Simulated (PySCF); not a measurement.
# Spinor energies of Br³¹⁺ (bromine, charge +31)

Start: [He] 2s2. Calculated with PySCF 2.14 in an even-tempered Gaussian basis (17 s from 2.8 bohr⁻², ratio 2.6; 12 p from 3.6 bohr⁻², ratio 2.6; 7 d from 3.7 bohr⁻², ratio 2.8; 4 f from 73 bohr⁻², ratio 2.8): generalised Hartree-Fock with the X2C-1e Hamiltonian and a Gaussian nucleus; spin-orbit coupling (SO) screened by Boettger's factors.

```
spinor shell  electrons  ε, screened SO (eV)  weight of nominal j (screened SO)  rms radius, screened SO (bohr)
       1s1/2          2             -15961.1                              1.000                          0.0488
       2s1/2          2              -3730.0                              1.000                           0.190
```

```json
{"quantity": "E (hartree)", "screened SO": "-1502.35329"}
{"quantity": "M_J", "screened SO": "0"}
{"quantity": "⟨J²⟩", "screened SO": "0.000"}
{"quantity": "⟨L²⟩", "screened SO": "0.000"}
{"quantity": "⟨S²⟩", "screened SO": "0.000"}
```
